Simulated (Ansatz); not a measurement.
Born–Oppenheimer molecular dynamics of CH3ClOSSi (8 atoms, charge 0, multiplicity 1). It starts from a relaxed structure.

All numbers below come from Ansatz 0.2.0, RKS LDA/STO-3G.

```json
{
 "ensemble": "NVT, Langevin thermostat",
 "time step": "0.25 fs",
 "steps asked": "213",
 "set temperature": "300 K",
 "friction": "0.01 /fs",
 "seed": "767466"
}
```

Frames 0.25 fs apart, positions in Å, forces in eV/Å.

Velocities at 42.5 fs (Å/ps):

```
S 3.37 -0.46 1.72
Si 0.13 -0.32 4.30
Cl -2.61 1.48 -1.95
C 1.00 2.56 0.04
O -5.15 -3.44 -3.10
H -16.99 8.09 3.91
H 8.94 36.78 -5.88
H -17.88 -0.81 15.28
```

```xyz
8
Properties=species:S:1:pos:R:3:forces:R:3 time_fs=42.5 energy_less_start_eV=0.126 T=236
S -1.299 1.423 1.234 0.24 0.76 0.43
Si 0.182 0.295 0.288 -0.51 -0.82 -1.12
Cl 2.091 0.479 1.126 0.24 0.18 0.10
C -0.102 -1.271 -0.620 0.17 1.15 0.38
O 0.114 0.033 -1.438 0.30 -0.89 1.01
H -0.447 2.457 1.626 -0.40 -0.66 -0.30
H 0.738 -1.999 -0.574 -0.09 0.12 -0.54
H -1.081 -1.767 -0.779 0.04 0.17 0.02
8
Properties=species:S:1:pos:R:3:forces:R:3 time_fs=42.75 energy_less_start_eV=0.125 T=232
S -1.298 1.423 1.235 0.18 0.74 0.43
Si 0.183 0.295 0.289 -0.51 -0.81 -1.18
Cl 2.091 0.479 1.126 0.26 0.18 0.11
C -0.102 -1.271 -0.620 -0.04 1.20 0.37
O 0.113 0.033 -1.439 0.30 -0.85 1.06
H -0.451 2.459 1.627 -0.37 -0.64 -0.29
H 0.740 -1.990 -0.576 -0.01 -0.02 -0.53
H -1.085 -1.767 -0.775 0.19 0.21 0.03
8
Properties=species:S:1:pos:R:3:forces:R:3 time_fs=43 energy_less_start_eV=0.127 T=232
S -1.297 1.423 1.235 0.12 0.71 0.43
Si 0.183 0.295 0.291 -0.51 -0.81 -1.24
Cl 2.090 0.480 1.125 0.29 0.18 0.12
C -0.102 -1.270 -0.620 -0.25 1.25 0.36
O 0.112 0.032 -1.440 0.29 -0.80 1.10
H -0.455 2.460 1.628 -0.32 -0.61 -0.29
H 0.743 -1.980 -0.578 0.06 -0.16 -0.52
H -1.089 -1.768 -0.771 0.33 0.24 0.04
8
Properties=species:S:1:pos:R:3:forces:R:3 time_fs=43.25 energy_less_start_eV=0.129 T=226
S -1.296 1.423 1.236 0.05 0.67 0.42
Si 0.183 0.295 0.292 -0.51 -0.80 -1.30
Cl 2.089 0.480 1.125 0.31 0.18 0.13
C -0.102 -1.270 -0.620 -0.46 1.29 0.35
O 0.111 0.030 -1.440 0.28 -0.76 1.14
H -0.459 2.461 1.628 -0.27 -0.57 -0.27
H 0.745 -1.971 -0.580 0.14 -0.29 -0.51
H -1.093 -1.768 -0.767 0.46 0.28 0.04
8
Properties=species:S:1:pos:R:3:forces:R:3 time_fs=43.5 energy_less_start_eV=0.132 T=217
S -1.295 1.423 1.236 -0.02 0.62 0.41
Si 0.183 0.295 0.293 -0.52 -0.79 -1.36
Cl 2.089 0.480 1.124 0.33 0.18 0.13
C -0.102 -1.269 -0.620 -0.64 1.34 0.35
O 0.110 0.029 -1.441 0.27 -0.71 1.17
H -0.463 2.461 1.628 -0.22 -0.52 -0.26
H 0.747 -1.962 -0.582 0.23 -0.43 -0.50
H -1.097 -1.768 -0.763 0.57 0.30 0.05
8
Properties=species:S:1:pos:R:3:forces:R:3 time_fs=43.75 energy_less_start_eV=0.136 T=222
S -1.294 1.423 1.236 -0.10 0.55 0.39
Si 0.183 0.295 0.294 -0.52 -0.78 -1.42
Cl 2.088 0.481 1.124 0.36 0.18 0.14
C -0.102 -1.268 -0.620 -0.78 1.40 0.35
O 0.109 0.029 -1.441 0.26 -0.66 1.21
H -0.468 2.461 1.628 -0.15 -0.45 -0.23
H 0.749 -1.954 -0.585 0.30 -0.55 -0.49
H -1.100 -1.767 -0.758 0.65 0.31 0.04
8
Properties=species:S:1:pos:R:3:forces:R:3 time_fs=44 energy_less_start_eV=0.140 T=215
S -1.294 1.423 1.237 -0.19 0.48 0.37
Si 0.183 0.294 0.295 -0.53 -0.77 -1.47
Cl 2.088 0.481 1.123 0.38 0.18 0.15
C -0.102 -1.267 -0.619 -0.87 1.44 0.36
O 0.108 0.028 -1.442 0.25 -0.62 1.24
H -0.472 2.461 1.627 -0.08 -0.38 -0.21
H 0.752 -1.946 -0.587 0.34 -0.64 -0.48
H -1.102 -1.766 -0.754 0.70 0.30 0.04
8
Properties=species:S:1:pos:R:3:forces:R:3 time_fs=44.25 energy_less_start_eV=0.144 T=211
S -1.293 1.423 1.238 -0.28 0.41 0.35
Si 0.183 0.294 0.296 -0.53 -0.77 -1.53
Cl 2.087 0.482 1.123 0.41 0.19 0.16
C -0.102 -1.266 -0.619 -0.92 1.48 0.37
O 0.107 0.027 -1.442 0.24 -0.56 1.27
H -0.476 2.460 1.626 -0.01 -0.30 -0.18
H 0.755 -1.938 -0.589 0.37 -0.72 -0.47
H -1.103 -1.765 -0.749 0.73 0.29 0.03
8
Properties=species:S:1:pos:R:3:forces:R:3 time_fs=44.5 energy_less_start_eV=0.147 T=211
S -1.292 1.423 1.238 -0.37 0.33 0.33
Si 0.184 0.294 0.297 -0.54 -0.75 -1.58
Cl 2.087 0.482 1.122 0.43 0.19 0.17
C -0.102 -1.265 -0.619 -0.93 1.50 0.38
O 0.106 0.026 -1.443 0.23 -0.51 1.30
H -0.480 2.459 1.625 0.06 -0.22 -0.15
H 0.759 -1.931 -0.592 0.37 -0.79 -0.46
H -1.104 -1.763 -0.745 0.74 0.26 0.01
8
Properties=species:S:1:pos:R:3:forces:R:3 time_fs=44.75 energy_less_start_eV=0.150 T=210
S -1.291 1.423 1.239 -0.46 0.23 0.30
Si 0.184 0.294 0.298 -0.54 -0.74 -1.63
Cl 2.086 0.482 1.121 0.46 0.19 0.18
C -0.102 -1.264 -0.619 -0.92 1.50 0.39
O 0.105 0.025 -1.443 0.21 -0.46 1.33
H -0.484 2.458 1.623 0.15 -0.13 -0.12
H 0.762 -1.924 -0.595 0.37 -0.84 -0.45
H -1.104 -1.761 -0.740 0.74 0.24 0.00
8
Properties=species:S:1:pos:R:3:forces:R:3 time_fs=45 energy_less_start_eV=0.154 T=198
S -1.290 1.422 1.239 -0.56 0.14 0.27
Si 0.184 0.294 0.300 -0.54 -0.73 -1.68
Cl 2.086 0.483 1.120 0.48 0.19 0.19
C -0.102 -1.263 -0.619 -0.87 1.49 0.40
O 0.104 0.024 -1.444 0.20 -0.40 1.35
H -0.488 2.457 1.622 0.23 -0.03 -0.09
H 0.767 -1.917 -0.598 0.33 -0.86 -0.43
H -1.104 -1.760 -0.736 0.74 0.21 -0.01
8
Properties=species:S:1:pos:R:3:forces:R:3 time_fs=45.25 energy_less_start_eV=0.158 T=192
S -1.290 1.422 1.240 -0.66 0.05 0.25
Si 0.184 0.294 0.301 -0.55 -0.72 -1.72
Cl 2.085 0.483 1.120 0.50 0.19 0.20
C -0.103 -1.262 -0.619 -0.80 1.45 0.42
O 0.103 0.024 -1.444 0.19 -0.35 1.37
H -0.492 2.456 1.620 0.31 0.07 -0.06
H 0.771 -1.912 -0.602 0.27 -0.86 -0.42
H -1.105 -1.758 -0.732 0.73 0.19 -0.03
```

Of the whole run (53 fs, mean temperature of the second half 189 K): The mean temperature of the second half is 37 % below the set value. A run of 0.053 ps of so small a system gives no equilibrium averages. Limits of this set-up: minimal basis.

Time of the run: 4 min on 1 thread of Arm Neoverse V2 (shared host), peak memory 0.087 GiB.
